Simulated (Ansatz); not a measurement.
CH₃AlF₂ (`F[CH](F)[AlH2]`), relaxed with RKS PBE-D4/def2-SVP in Ansatz from a rough embedded geometry. The force threshold is 0.03 eV/Å; the program also tests the step.

The species carries charge 0 and has multiplicity 1.

Start:

```xyz
7

F    -0.923   -0.916    1.439
C    -0.561   -0.655    0.122
F    -1.715   -0.458   -0.600
Al    0.559    0.917   -0.083
H    -0.006   -1.522   -0.290
H     1.839    1.101    0.930
H     0.808    1.534   -1.518
```

(1) How much energy does the relaxation release, and in how many steps? (An estimate is asked.)

(2) Which bonds change most? (An estimate is asked.)

(3) Give the relaxed structure. (Best estimate.)

## Answers

(1) Computed: 41.12 kJ/mol, in 25 steps, 4 of them rejected.

(2) Computed: F3–Al4 from 2.708 to 1.958 Å; C2–F3 from 1.376 to 1.608 Å; F1–C2 from 1.392 to 1.334 Å; C2–Al4 from 1.941 to 1.992 Å.

(3) Ansatz gave: 
```xyz
7

F    -0.548   -1.383    1.359
C    -0.254   -0.929    0.140
F    -1.257    0.300   -0.125
Al    0.628    0.827   -0.180
H    -0.616   -1.655   -0.621
H     0.995    1.685    1.109
H     1.051    1.155   -1.682
```
